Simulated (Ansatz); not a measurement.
Frontier orbitals of `[SiH3][Al]([Cl])[SnH3]`.

Total charge 0; spin multiplicity 1. Correlated methods include outer-core shells of Sn, which these sets cover unevenly. Sn takes the def2 core potential. The geometry is a stationary point of PBE0-D4/def2-TZVP. Basis def2-TZVPP, Ansatz.

```tsv
functional	HOMO (eV)	LUMO (eV)	gap (eV)
PBE	-6.21	-3.04	3.17
BLYP	-6.06	-2.88	3.18
r2SCAN	-6.44	-2.89	3.55
PBE0	-7.19	-2.33	4.86
HSE06 (plane-wave form)	-6.81	-2.70	4.11
ωB97X-V	-9.29	-0.43	8.86
ωB97M-V	-9.05	-0.65	8.40
```

A quarter of exact exchange (PBE0) shifts PBE's HOMO by −0.98 eV and its LUMO by +0.71 eV; full exchange at long range (ωB97M-V) shifts them by −2.84 and +2.39 eV. The gap opens from 3.17 to 8.40 eV, since occupied levels lose self-interaction and empty ones feel all the electrons.
